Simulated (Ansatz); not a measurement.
One change: `S=C=CBBr` becomes `C=C=S`.

Ansatz, PBE0-D4/def2-TZVP geometries, multiplicity 1. Each molecule was computed in one conformer, which needn't be the lowest.

Scalar relativity is left out up to krypton.

| property | `S=C=CBBr` |
| --- | --- |
| zero-point energy (PBE0-D4/def2-TZVP) / kJ/mol | 92.4 |
| HOMO energy (ωB97M-V/def2-TZVPP) / eV | -9.27 |
| HOMO energy (B3LYP/def2-TZVPP) / eV | -7.10 |
| LUMO energy (ωB97M-V/def2-TZVPP) / eV | -0.38 |
| LUMO energy (B3LYP/def2-TZVPP) / eV | -2.74 |
| size of the dipole moment (PBE/def2-TZVPP) / D | 1.99 |

(1) What does the change do to each property? (Estimate.)

## Answers

(1) The calculation gave: 
| property | `C=C=S` | shift |
| --- | --- | --- |
| zero-point energy (PBE0-D4/def2-TZVP) / kJ/mol | 77.5 | -14.9 |
| HOMO energy (ωB97M-V/def2-TZVPP) / eV | -8.65 | 0.62 |
| HOMO energy (B3LYP/def2-TZVPP) / eV | -6.39 | 0.71 |
| LUMO energy (ωB97M-V/def2-TZVPP) / eV | 0.05 | 0.43 |
| LUMO energy (B3LYP/def2-TZVPP) / eV | -2.35 | 0.39 |
| size of the dipole moment (PBE/def2-TZVPP) / D | 0.96 | -1.03 |

With PBE0 the HOMO rises by 0.72 eV and the LUMO rises by 0.41 eV, so the gap narrows by about 0.31 eV. PBE moves the HOMO by 0.78 eV and ωB97M-V by 0.62 eV. The zero-point energy changes by -14.9 kJ/mol with -6 modes. Dipoles are sizes alone; their direction can turn.

B3LYP here is the variant with VWN-RPA as its local correlation; programs differ in this.

Spin–orbit coupling is left out; it splits and shifts lone-pair levels of the heavy atoms by tenths of an eV.
